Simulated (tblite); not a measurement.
Compound: C4H11NSSi2.
Numbering: `[CH3:1][S:2][C:3]1=[CH:4][Si@@H:5]([NH2:6])[Si@@H:7]1[CH3:8]` (hydrogens: H9, H10, H11 on C1; H12 on C4; H13 on Si5; H14, H15 on N6; H16 on Si7; H17, H18, H19 on C8)

Computed with GFN2-xTB (tblite), gas phase: L-BFGS steps from a force-field or distance-geometry start until the largest atomic force falls under 0.01 eV/Å.

Geometry at step 1:
```
atom  x, y, z in Å
C1      3.0914   -0.0156    0.2413
S2      2.2066   -1.5284   -0.3014
C3      0.5260   -1.0637   -0.2048
C4     -0.6063   -1.8563   -0.5169
Si5    -2.0757   -0.7010   -0.1815
N6     -2.9772   -1.0191    1.2549
Si7    -0.2586    0.5830    0.2901
C8      0.1066    1.9557   -0.8902
H9      3.6372   -0.2869    1.1551
H10     2.3557    0.7528    0.4914
H11     3.7617    0.3153   -0.5696
H12    -0.6066   -2.8414   -0.8207
H13    -2.8127   -0.3562   -1.3716
H14    -3.9757   -1.1265    1.0663
H15    -2.7854   -0.3213    1.9748
H16    -0.0499    0.8789    1.6936
H17     0.9858    2.4941   -0.5318
H18    -0.7682    2.6057   -0.8931
H19     0.2357    1.5402   -1.8932
```

Problem. What forces act on the atoms?

Solution. 
```json
{"atom": "C1", "Fx (eV/Å)": "-0.083", "Fy (eV/Å)": "-0.014", "Fz (eV/Å)": "0.150"}
{"atom": "S2", "Fx (eV/Å)": "-0.195", "Fy (eV/Å)": "-0.075", "Fz (eV/Å)": "-0.123"}
{"atom": "C3", "Fx (eV/Å)": "-2.117", "Fy (eV/Å)": "-1.695", "Fz (eV/Å)": "-0.660"}
{"atom": "C4", "Fx (eV/Å)": "1.937", "Fy (eV/Å)": "2.982", "Fz (eV/Å)": "1.209"}
{"atom": "Si5", "Fx (eV/Å)": "0.974", "Fy (eV/Å)": "-0.095", "Fz (eV/Å)": "-0.069"}
{"atom": "N6", "Fx (eV/Å)": "-0.588", "Fy (eV/Å)": "0.229", "Fz (eV/Å)": "-0.101"}
{"atom": "Si7", "Fx (eV/Å)": "-0.523", "Fy (eV/Å)": "-0.549", "Fz (eV/Å)": "0.543"}
{"atom": "C8", "Fx (eV/Å)": "0.127", "Fy (eV/Å)": "0.537", "Fz (eV/Å)": "-0.223"}
{"atom": "H9", "Fx (eV/Å)": "0.024", "Fy (eV/Å)": "0.163", "Fz (eV/Å)": "-0.444"}
{"atom": "H10", "Fx (eV/Å)": "0.227", "Fy (eV/Å)": "-0.171", "Fz (eV/Å)": "-0.174"}
{"atom": "H11", "Fx (eV/Å)": "-0.303", "Fy (eV/Å)": "-0.188", "Fz (eV/Å)": "0.508"}
{"atom": "H12", "Fx (eV/Å)": "0.350", "Fy (eV/Å)": "-1.689", "Fz (eV/Å)": "-0.546"}
{"atom": "H13", "Fx (eV/Å)": "-0.496", "Fy (eV/Å)": "-0.092", "Fz (eV/Å)": "-0.351"}
{"atom": "H14", "Fx (eV/Å)": "0.449", "Fy (eV/Å)": "0.062", "Fz (eV/Å)": "0.558"}
{"atom": "H15", "Fx (eV/Å)": "-0.498", "Fy (eV/Å)": "-0.496", "Fz (eV/Å)": "-0.183"}
{"atom": "H16", "Fx (eV/Å)": "0.339", "Fy (eV/Å)": "0.300", "Fz (eV/Å)": "0.414"}
{"atom": "H17", "Fx (eV/Å)": "-0.192", "Fy (eV/Å)": "0.191", "Fz (eV/Å)": "-0.592"}
{"atom": "H18", "Fx (eV/Å)": "0.372", "Fy (eV/Å)": "0.207", "Fz (eV/Å)": "-0.163"}
{"atom": "H19", "Fx (eV/Å)": "0.196", "Fy (eV/Å)": "0.393", "Fz (eV/Å)": "0.248"}
```

The largest, 3.76 eV/Å, acts on C4; the rms over all components is 0.741 eV/Å. The forces sum to zero within rounding, as they must for an isolated molecule in no field.

Problem. Give the force on C4 in Eh/bohr and in nN.

Solution. 3.756 eV/Å ÷ 51.422 = 0.07304 Eh/bohr, and 3.756 eV/Å × 1.602 = 6.02 nN.

Problem. How far is this geometry from the end of the optimisation?

Solution. 0.669 eV above it, and 0.443 Å rms away after alignment. The bonds farthest from their final lengths, with half the difference of the two atoms' forces along the bond (positive lengthens):

```json
{"bond": "C3=C4", "now (Å)": "1.417", "final (Å)": "1.348", "force along bond (eV/Å)": "-3.13"}
{"bond": "Si7–C8", "now (Å)": "1.847", "final (Å)": "1.903", "force along bond (eV/Å)": "+0.71"}
{"bond": "Si5–Si7", "now (Å)": "2.274", "final (Å)": "2.330", "force along bond (eV/Å)": "-0.66"}
{"bond": "C4–H12", "now (Å)": "1.031", "final (Å)": "1.081", "force along bond (eV/Å)": "+2.49"}
{"bond": "C3–Si7", "now (Å)": "1.890", "final (Å)": "1.928", "force along bond (eV/Å)": "+0.33"}
{"bond": "Si7–H16", "now (Å)": "1.449", "final (Å)": "1.480", "force along bond (eV/Å)": "+0.09"}
```

The angle farthest from its final value is N6–Si5–H13, 117.7° against 102.9°.

Of the 6 listed bonds off by 0.010 Å or more, this force points towards the final length in 5.

What follows is the cost of the whole relaxation. The run took 6.3 s wall, 5.4 s CPU on an Intel Xeon at 2.50 GHz with one thread, no GPU, shared host.
